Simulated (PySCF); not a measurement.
An excited-state job on `C=C(C)[P@](C)(P)=[Se]`.

Method: TDDFT wB97X-D/def2-SVPD, vertical, gas phase, core orbitals frozen in the response (PySCF 2.14.0, density-fitted response routines). Geometry: GFN2-xTB. A driver script takes a list of jobs; this job's settings line and coordinates (Å) are shown.

Input:
```
{"job": {"kind": "uv", "xc": "wB97X-D", "basis": "def2-SVPD", "nstates": 8, "ntriplets": 3}, "charge": 0, "multiplicity": 1}
C      1.567174     0.922980    -0.972778
C      1.018946     0.030901    -0.163441
C      1.706895    -1.178351     0.374951
P     -0.673146     0.288129     0.487554
C     -1.627664    -1.142283    -0.164152
P     -1.494161     1.987775    -0.629042
Se    -0.742158     0.395014     2.595800
H      2.578108     0.814976    -1.332222
H      1.023394     1.789660    -1.322795
H      1.279324    -2.084507    -0.056100
H      2.771185    -1.154531     0.153086
H      1.568737    -1.224030     1.455821
H     -2.676082    -0.997460     0.096281
H     -1.272481    -2.050896     0.319633
H     -1.516671    -1.214120    -1.244733
H     -0.877008     2.890479     0.232527
H     -2.641391     1.938293     0.159701
```

Output:
```
coarse grid: 65600 points
cycle   1  E = -3242.0287079797  dE =  1.397e-02  |g| = 4.426e-01  |ddm| = 7.106e+00
cycle   2  E = -3242.0412997377  dE = -1.259e-02  |g| = 4.475e-01  |ddm| = 1.955e+00
cycle   3  E = -3242.1006611102  dE = -5.936e-02  |g| = 7.465e-02  |ddm| = 1.113e+00
cycle   4  E = -3242.1018331101  dE = -1.172e-03  |g| = 2.327e-02  |ddm| = 2.201e-01
cycle   5  E = -3242.1019793479  dE = -1.462e-04  |g| = 1.170e-02  |ddm| = 8.390e-02
cycle   6  E = -3242.1020158629  dE = -3.651e-05  |g| = 1.759e-03  |ddm| = 2.928e-02
cycle   7  E = -3242.1020174505  dE = -1.588e-06  |g| = 7.498e-04  |ddm| = 8.080e-03
final grid: 135480 points
cycle   8  E = -3242.1016610281  dE = -2.162e-06  |g| = 6.101e-04  |ddm| = 2.606e-02
cycle   9  E = -3242.1016611117  dE = -8.359e-08  |g| = 4.462e-04  |ddm| = 3.616e-03
cycle  10  E = -3242.1016611663  dE = -5.466e-08  |g| = 1.043e-04  |ddm| = 1.040e-03
cycle  11  E = -3242.1016611705  dE = -4.125e-09  |g| = 3.593e-05  |ddm| = 4.096e-04
cycle  12  E = -3242.1016611710  dE = -5.321e-10  |g| = 1.250e-05  |ddm| = 1.355e-04
converged SCF energy = -3242.1016611710

Static polarisability (au): isotropic 131.852, principal 113.594 130.948 151.013

Singlet excitations
state   eV       nm        f      main configurations
  1   4.2904    289.0   0.01065   H-1->L 0.90
  2   4.3174    287.2   0.03786   H->L 0.90
  3   4.9953    248.2   0.01191   H->L+1 0.72, H-1->L+1 0.19
  4   5.1136    242.5   0.05135   H-1->L+1 0.70, H->L+1 0.19
  5   5.5371    223.9   0.00417   H->L+4 0.34, H-1->L+4 0.20, H->L+2 0.14
  6   5.6826    218.2   0.02092   H->L+2 0.38, H-1->L+4 0.30, H->L+3 0.13
  7   5.7692    214.9   0.03766   H->L+3 0.35, H->L+4 0.31, H-1->L+4 0.13
  8   5.8597    211.6   0.06835   H->L+2 0.27, H->L+3 0.20, H-1->L+4 0.14

Triplet excitations (Tamm-Dancoff, eV): 3.7759 3.9027 4.4028
```

The SCF starts on a coarse grid where the log names one; the energy can jump when the final grid takes over, and dE then counts from the start density on the new grid. H and L stand for HOMO and LUMO; the number after each pair is its weight.

Task: Give S1 in cm⁻¹ and kJ/mol.

Result: 4.2904 eV × 8065.54 = 34604 cm⁻¹; × 96.485 = 414.0 kJ/mol.

Main results: HOMO -7.66 eV, LUMO 0.80 eV; lowest singlet 4.29 eV; lowest triplet 3.78 eV (Tamm–Dancoff); mean polarisability 131.9 au.

 Relativistic effects, spin–orbit coupling among them, are left out although an element past zinc is present.

Rough CPU time on one thread of a shared machine: about 2.5 min.

One conformer stands for the species.
Labels such as C1 count atoms from 1, the log's own numbers from 0.

The pairwise dispersion term of wB97X-D wasn't added to the energies; at a given geometry it leaves orbitals and properties as they are.
